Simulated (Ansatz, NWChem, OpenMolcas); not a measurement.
## How basis sets differ on AgH (SMILES [AgH])

AgH: 2 atoms, total charge 0, spin state singlet. As SMILES, `[AgH]`. The bond length is the measured one.

```xyz
2

Ag    0.0000    0.0000    0.0000
H     0.0000    0.0000    1.6181
```

Quantity: the dipole moment, in D. The values are calculated.

| level | kind | program | value (D) |
| --- | --- | --- | --- |
| HF/ANO-R0 (sfX2C) | Hartree–Fock | OpenMolcas | 6.01 |
| HF/ANO-RCC-MB (DKH2) | Hartree–Fock | OpenMolcas | 3.81 |
| HF/STO-3G | Hartree–Fock | Ansatz | 1.97 |
| HF/def2-SVP (core potential) | Hartree–Fock | Ansatz | 4.28 |
| HF/3-21G | Hartree–Fock | NWChem | 5.03 |
| HF/def2-TZVPP (core potential) | Hartree–Fock | NWChem | 4.18 |

All-electron rows without a relativistic Hamiltonian named are non-relativistic, while core potentials hold scalar relativity, so basis and relativity change together. The values span 1.97 to 6.01 D. Sets without polarisation functions give poor dipoles.
